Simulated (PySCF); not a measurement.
Correlation energy of O (oxygen, neutral)

[He] 2s1 2p5, high-spin 3P determinant (an excited configuration). All numbers are calculated (PySCF 2.14, the non-relativistic Hamiltonian (point nucleus), in dyall-acv3z (15s9p4d2f, 76 functions)). Frozen: 1s2; 6 electrons correlated; the 19 highest virtual orbitals of each spin left out.

| level | correlation energy (mhartree) |
| --- | --- |
| CCSD | -212.51 |
| (T) | -16.28 |
| CCSD(T) | -228.79 |

Diagnostics: T1 = 0.024, D1 = 0.0624, largest double amplitude 0.213.

A double-excitation amplitude exceeds 0.15, a sign of near-degeneracy.

Cost of the coupled-cluster step: of the order of 6 core-seconds, for 6 correlated electrons.

Iterations:

```
CC2 = 0
CCSD nocc = (np.int64(4), np.int64(2)), nmo = (56, 56)
frozen orbitals [[0, 57, 58, 59, 60, 61, 62, 63, 64, 65, 66, 67, 68, 69, 70, 71, 72, 73, 74, 75], [0, 57, 58, 59, 60, 61, 62, 63, 64, 65, 66, 67, 68, 69, 70, 71, 72, 73, 74, 75]]
max_cycle = 100
direct = 0
conv_tol = 1e-08
conv_tol_normt = 1e-06
diis_space = 8
diis_start_cycle = 0
Init t2, MP2 energy = -0.181499363241636
Init E_corr(UCCSD) = -0.181499363242191
cycle = 1  E_corr(UCCSD) = -0.195051516291517  dE = -0.013552153  norm(t1,t2) = 0.0586674
cycle = 2  E_corr(UCCSD) = -0.201039288143578  dE = -0.00598777185  norm(t1,t2) = 0.0369385
cycle = 3  E_corr(UCCSD) = -0.208623300365106  dE = -0.00758401222  norm(t1,t2) = 0.0267923
cycle = 4  E_corr(UCCSD) = -0.209492850863642  dE = -0.000869550499  norm(t1,t2) = 0.0148287
cycle = 5  E_corr(UCCSD) = -0.209891543304959  dE = -0.000398692441  norm(t1,t2) = 0.0129659
cycle = 6  E_corr(UCCSD) = -0.211866915137289  dE = -0.00197537183  norm(t1,t2) = 0.010268
cycle = 7  E_corr(UCCSD) = -0.212259650996436  dE = -0.000392735859  norm(t1,t2) = 0.00459727
cycle = 8  E_corr(UCCSD) = -0.212401399199005  dE = -0.000141748203  norm(t1,t2) = 0.00205826
cycle = 9  E_corr(UCCSD) = -0.212544415380659  dE = -0.000143016182  norm(t1,t2) = 0.000704175
cycle = 10  E_corr(UCCSD) = -0.21249825242331  dE = 4.61629573e-05  norm(t1,t2) = 0.000270382
cycle = 11  E_corr(UCCSD) = -0.212503537415309  dE = -5.284992e-06  norm(t1,t2) = 0.000116443
cycle = 12  E_corr(UCCSD) = -0.212504365424688  dE = -8.28009379e-07  norm(t1,t2) = 4.65614e-05
cycle = 13  E_corr(UCCSD) = -0.212506937175602  dE = -2.57175091e-06  norm(t1,t2) = 1.9558e-05
cycle = 14  E_corr(UCCSD) = -0.21250698492417  dE = -4.7748568e-08  norm(t1,t2) = 6.85866e-06
cycle = 15  E_corr(UCCSD) = -0.212506672661256  dE = 3.12262914e-07  norm(t1,t2) = 3.0974e-06
cycle = 16  E_corr(UCCSD) = -0.212506656583929  dE = 1.60773269e-08  norm(t1,t2) = 1.0551e-06
cycle = 17  E_corr(UCCSD) = -0.212506657276814  dE = -6.92885166e-10  norm(t1,t2) = 2.4918e-07
UCCSD converged
E(UCCSD) = -74.41211589732571  E_corr = -0.2125066572768139
UCCSD(T) correction = -0.0162772782460011
```
